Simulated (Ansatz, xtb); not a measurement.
**AlClGeHO: where a starting geometry ends**

The starting geometry of this gas-phase doublet was built from a drawn formula by distance geometry; its bonds are those of `[O]=[Ge]([AlH])[Cl]`.

```xyz
5

Al    0.3562    0.2267    0.7426
Cl   -1.6335   -1.9579   -2.3993
Ge   -1.7047   -0.1809   -0.8944
O    -2.9448    0.7788   -0.7063
H    -0.0112    1.0730    2.0534
```

**Question.** Where would you expect an optimisation with r2SCAN-D4/def2-SVP to take it?

**Answer.** It rearranges, giving a structure given below by its coordinates. Distances that change by over a tenth: Ge3–O4 (1.58 → 1.78 Å). Contacts that open: Cl2–Ge3 (2.33 → 4.11 Å). Contacts that close: Al1–Cl2 (4.31 → 2.11 Å), Al1–O4 (3.65 → 1.76 Å).

The energy falls by 3.69 eV over 38 steps:

```
step  E − E(last) (eV)
   1             3.688
   5             3.341
   9             3.283
  13             3.174
  17             2.543
  22             2.031
  26             1.960
  30             1.369
  34             0.036
  38             0.000
```

Final geometry (Å):

| atom | x (Å) | y (Å) | z (Å) |
| --- | --- | --- | --- |
| Al | -0.6794 | -0.0396 | -0.1223 |
| Cl | -0.0560 | -1.8568 | -0.9892 |
| Ge | -3.4233 | 0.3461 | -0.1479 |
| O | -1.9339 | 0.8558 | -0.9706 |
| H | 0.1545 | 0.6341 | 1.0259 |

From the same start GFN2-xTB ends elsewhere, at `[O]=[Ge][AlH][Cl]`.

No frequencies were run, so the end isn't proven a minimum. Open shells are spin-unrestricted. Run with Ansatz 0.2.0, 5.2 min on 1 thread of Intel(R) Xeon(R) Processor @ 2.70GHz, with other jobs on the host.
